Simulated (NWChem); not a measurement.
CH$_{6}$Ti; SMILES [CH3][TiH3]

Results from NWChem. Pople sets run with spherical d functions. STO-3G and 3-21G are far too small for this property and stand as cheap habits. The geometry was optimised at PBE0/def2-SVP. Vertical excitations in the gas phase; the lowest state need not have the same character in each row.

```
level               basis functions  lowest excitation, singlet (eV)  orbital gap (eV)
------------------  ---------------  -------------------------------  ----------------
PBE/3-21G, TDA                   48                                ?                 ?
PBE/6-31G*, TDA                  60                             3.38              3.37
PBE/def2-SVP, TDA                75                             3.32              3.35
PBE/def2-SVPD, TDA              102                             3.25              3.28
PBE/def2-TZVP, TDA              112                             3.27              3.28
```

**Question.** Complete the blanks.

**Answer.** 
- PBE/3-21G, TDA, lowest excitation, singlet (eV): 3.63
- PBE/3-21G, TDA, orbital gap (eV): 3.64
